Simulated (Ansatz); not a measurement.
Mulliken charges of CH₃BClO (`CO[B]Cl`) radical from r2SCAN/def2-TZVPP in Ansatz (PBE0-D4/def2-TZVP geometry).

```json
{"atom": "C1", "x (Å)": "0.186", "y (Å)": "0.783", "z (Å)": "0.006", "charge (e)": "0.006"}
{"atom": "O2", "x (Å)": "-0.540", "y (Å)": "-0.141", "z (Å)": "-0.803", "charge (e)": "-0.225"}
{"atom": "B3", "x (Å)": "-0.677", "y (Å)": "-1.435", "z (Å)": "-0.592", "charge (e)": "0.164"}
{"atom": "Cl4", "x (Å)": "0.002", "y (Å)": "-2.350", "z (Å)": "0.748", "charge (e)": "-0.162"}
{"atom": "H5", "x (Å)": "0.636", "y (Å)": "0.284", "z (Å)": "0.865", "charge (e)": "0.063"}
{"atom": "H6", "x (Å)": "-0.507", "y (Å)": "1.554", "z (Å)": "0.342", "charge (e)": "0.077"}
{"atom": "H7", "x (Å)": "0.961", "y (Å)": "1.237", "z (Å)": "-0.611", "charge (e)": "0.077"}
```

Q: By hand: the dipole of these point charges (1 e Å = 4.8032 D).

A: Σ q r = (0.086, 0.415, -0.004) e Å, of length 0.424 e Å = 2.04 D.

Q: How does the dipole of the full density compare? (An estimate is asked.)

A: Computed: (0.185, 0.421, 0.145) e Å, 2.32 D; the point charges give 0.88 times that, at 22° from its direction.

Point charges leave out the atoms' own dipoles, such as those of lone pairs, and Mulliken's split depends on the basis, so the two needn't agree.
